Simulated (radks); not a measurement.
Question: Species: Er3+. Configuration: [Xe] 4f10 6s1 (not the ground configuration). Method: Dirac Kohn-Sham, PBE, spin-unpolarised, spherical densities, finite nucleus; open shells fill j = l - 1/2 first; Fermi nuclear charge, rms radius 5.2516 fm; computed with a radial shooting solver on a logarithmic mesh with Libxc functionals. Some entries of the table are withheld. Estimate them.

orbital,occ.,eigenvalue (eV),<r^2> (bohr^2)
1s1/2,2,-57337.50,0.0005680
2s1/2,2,-9664.750,(1)
2p1/2,2,-9208.359,0.006330
2p3/2,4,-8291.634,0.007550
3s1/2,2,-2201.702,0.05795
3p1/2,2,-2001.223,(2)
3p3/2,4,-1808.731,(3)
3d3/2,4,-1465.471,0.04765
3d5/2,6,-1423.418,0.04955
4s1/2,2,-470.7571,0.2904
4p1/2,2,-390.5171,0.3029
4p3/2,4,-346.9099,0.3401
4d3/2,4,-214.6446,0.3815
4d5/2,6,-206.6649,0.3959
5s1/2,2,-89.2067,1.634
5p1/2,2,-66.1667,2.000
5p3/2,4,-59.8225,2.273
4f5/2,6,-46.6502,0.6687
4f7/2,4,-45.4247,0.6883
6s1/2,1,-26.1170,9.125

Answer: 
(1) 2s1/2 <r^2> (bohr^2): 0.008777
(2) 3p1/2 <r^2> (bohr^2): 0.05363
(3) 3p3/2 <r^2> (bohr^2): 0.06048
